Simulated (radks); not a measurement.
These are the eigenvalues of the occupied orbitals of an atom or ion with whole-number occupations (hartree). Method: non-relativistic Kohn-Sham, Slater X-alpha with alpha = 0.911, spin-polarised, spherical densities, point nucleus; computed with a radial shooting solver on a logarithmic mesh with Libxc functionals.

orbital  eigenvalue
1s up     -325.5565
1s down   -325.5557
2s up     -40.70330
2s down   -40.62229
2p up     -36.09815
2p down   -36.03717
3s up      -6.07803
3s down    -5.93873
3p up      -4.60628
3p down    -4.46918
3d up      -2.07918
3d down    -1.94685

Which element is it, and in what charge state? The configuration may be excited. Open shells, if any, are filled with parallel spins first.

Answer. Z = 29, copper, charge +3: Cu3+ in [Ar] 3d8. The list shows which subshells hold electrons but not how many an open one holds; the 1s level, -325.56 hartree, gives Z - s = 25.5 by -(Z - s)^2/2, which with screening narrows Z to a few neighbours, and the depths of the outer levels then fix element, charge and occupations together.
